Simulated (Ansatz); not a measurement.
A structure relaxed at PBE0-D4/def2-TZVP, charge 0, multiplicity 2:

Cartesian coordinates in Å:
```
C 0.753 0.153 1.299
O 0.275 0.568 0.036
Ge -0.168 -0.584 -1.241
O -1.072 0.415 -2.387
Cl -1.512 -2.087 -0.432
H 0.130 -0.637 1.731
H 0.722 1.022 1.960
H 1.787 -0.200 1.241
H -0.915 1.349 -2.208
```

(1) Give its formula and SMILES.

(2) Summarise the bond lengths by kind.

Results:

(1) CH4ClGeO2, `C[O][Ge]([OH])[Cl]`.

(2) 1 × C–O 1.413 Å; 3 × C–H 1.092 to 1.095 Å; 2 × Ge–O 1.768 to 1.776 Å; 1 × Cl–Ge 2.173 Å; 1 × H–O 0.964 Å.

Results of the Gaussian-basis code of Ansatz.
